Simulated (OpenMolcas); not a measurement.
Au3+ among 3 point charges of -2.5 e arranged as a planar triangle (D3h).

* Program: OpenMolcas
* Method: CASSCF
* Basis: ANO-RCC-VDZP [7s6p4d2f]
* Scalar Hamiltonian: DKH2, point nucleus
* Active space: 8 electrons in 5 orbitals (5d)
* State averaging: 2S+1 = 3 even, 10 roots; 2S+1 = 1 even, 15 roots
* Spin-orbit coupling: state interaction with AMFI integrals over the reference wave functions

All point charges move together. At R = 1.83 Å the first state of the same spin is 9669 cm-1, and at R = 2.07 Å it is 4144 cm-1.

Question: A third run gives 6088 cm-1. What distance was it run at?

Answer: With a power law R^-n the two known points give n = -ln(4144 / 9669) / ln(2.07 / 1.83) = 6.88. Then R = 1.83 × (9669 / 6088)^(1/6.88) = 1.957 Å. The run was at 1.97 Å, so the estimate is off by -0.013 Å.

Without dynamic correlation the repulsion within the d shell is too large (B by tens of per cent), so at a given field states of lower spin stand too high. Real 4d8 and 5d8 ions are as a rule square planar and diamagnetic. Point charges carry no covalency, so the field is a model and not that of real ligands. No measured value stands beside these numbers.
